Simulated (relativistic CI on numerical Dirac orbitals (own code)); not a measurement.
**Slater and spin-orbit integrals, Ce XXXVII**

These numbers are calculated, not measured: Dirac-Coulomb-Breit CI, orbitals from a KLI potential per configuration, QED by a radiative potential, unscaled Slater integrals (own radial code, finite nucleus).

Slater integrals F^k, G^k are unscaled and averaged over j, outside the closed core [Ne]; ζ comes from projecting the Hamiltonian with its Breit term on Σ l·s of the shell.

- 3s²3p⁶3d⁴: F^2(3d,3d) = 443400, F^4(3d,3d) = 286170, ζ(3d) = 71772 cm⁻¹; <r>(3d) = 0.2301, <r^2>(3d) = 0.06143 (bohr units).
- 3s²3p⁵3d⁵: ζ(3p) = 541810, F^2(3d,3d) = 442530, F^4(3d,3d) = 285590, F^2(3p,3d) = 385450, G^1(3p,3d) = 413880, G^3(3p,3d) = 275510, ζ(3d) = 70984 cm⁻¹; <r>(3p) = 0.2575, <r^2>(3p) = 0.07665, <r>(3d) = 0.2304, <r^2>(3d) = 0.06164 (bohr units).
- 3s3p⁶3d⁵: F^2(3d,3d) = 442220, F^4(3d,3d) = 285380, G^2(3s,3d) = 312890, ζ(3d) = 71400 cm⁻¹; <r>(3s) = 0.2631, <r^2>(3s) = 0.07894, <r>(3d) = 0.2306, <r^2>(3d) = 0.06173 (bohr units).

(1) Give the Racah parameters of the d shell in 3s²3p⁶3d⁴.

Averages of the first 10 configurations, taken without configuration mixing, which lowers the lowest level and can move excited configurations by several eV; other configurations of the list can lie among them:

```tsv
Configuration	Parity	States	Average energy above the lowest level (eV)
3s²3p⁶3d⁴	even	210	61.1
3s²3p⁵3d⁵	odd	1512	335.6
3s3p⁶3d⁵	even	504	559.0
3s²3p⁶3d³4s	even	240	1058.1
3s²3p⁶3d³4p	odd	720	1140.9
3s²3p⁶3d³4d	even	1200	1246.8
3s²3p⁵3d⁴4s	odd	2520	1325.1
3s²3p⁶3d³4f	odd	1680	1337.9
3s3p⁶3d⁴4s	even	840	1550.0
3p⁶3d⁵4p	odd	1512	2130.3
```

Answers

(1) B = F²/49 − 5F⁴/441 = 5804 cm⁻¹ and C = 35F⁴/441 = 22712 cm⁻¹.
